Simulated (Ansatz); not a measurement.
`[AlH2][NH][SiH2]Cl` + `C[C@@]1(F)C[C@H]1F` → `F[SiH2][NH][AlH2]` + `C[C@@]1(Cl)C[C@H]1F`  (formal exchange of groups at the Si–Cl bond)

Computed with Ansatz on PBE0-D4/def2-TZVP structures; ΔE is electronic, products minus reactants. CCSD(T)/CBS adds triple-zeta CCSD(T) − MP2 to the extrapolated MP2 energy (def2 sets, frozen cores). DFT in def2-TZVPP. B3LYP here is the variant with VWN-RPA as its local correlation; programs differ in this. Each species was taken in one conformer, which may not be the lowest.

Problem. Is it downhill or uphill in electronic energy at CCSD(T)/CBS, and by how much? (Best estimate.)

Solution. Computed: Downhill: ΔE = -0.67 eV.

Problem. What do these levels give: B3LYP-D4, ωB97X-V, ωB97M-V, PBE0, B3LYP, HF/def2-TZVPP, SCS-MP2/def2-TZVPP, CCSD/def2-TZVPP, CCSD(T)/def2-TZVPP, SCS-MP2/def2-QZVPP, HF/CBS(def2), CCSD/CBS(def2)? (An estimate is asked.)

Solution. The calculation gave: B3LYP-D4 -0.57, ωB97X-V -0.55, ωB97M-V -0.57, PBE0 -0.51, B3LYP -0.55, HF/def2-TZVPP -0.53, SCS-MP2/def2-TZVPP -0.71, CCSD/def2-TZVPP -0.63, CCSD(T)/def2-TZVPP -0.65, SCS-MP2/def2-QZVPP -0.73, HF/CBS(def2) -0.55, CCSD/CBS(def2) -0.65 eV.

Largest T1 diagnostic among the species: 0.012.

In def2-TZVPP, CCSD(T) changes the Hartree–Fock value by −0.12 eV (the triples alone add −0.02 eV) and MP2 by −0.21 eV.
